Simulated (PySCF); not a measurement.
CH₈FNOSi₂, SMILES CO[SiH2][Si@@H](N)F. Geometry optimised at PBE-D3(BJ)/def2-SVP. The structure was generated by enumeration; whether it is a known compound was not checked. The values are those of a single conformer.

Computed equilibrium geometry at PBE-D3(BJ)/def2-SVP (PySCF confirms it by a frequency run) as Cartesian coordinates in Å (one conformer of several):
```xyz
14

C      3.2781    -0.0558     0.1143
O      1.9028    -0.3217     0.3103
Si     0.7043     0.7457    -0.2041
Si    -1.3827    -0.1642     0.3478
N     -2.5435     0.8226    -0.4689
F     -1.3957    -1.7529    -0.1081
H      3.5412     0.0247    -0.9668
H      3.8657    -0.8914     0.5473
H      3.6013     0.8874     0.6151
H      0.7872     0.9700    -1.7012
H      0.8853     2.1016     0.4435
H     -1.7406    -0.1446     1.8047
H     -3.5315     0.8042    -0.2042
H     -2.4365     1.0323    -1.4641
```
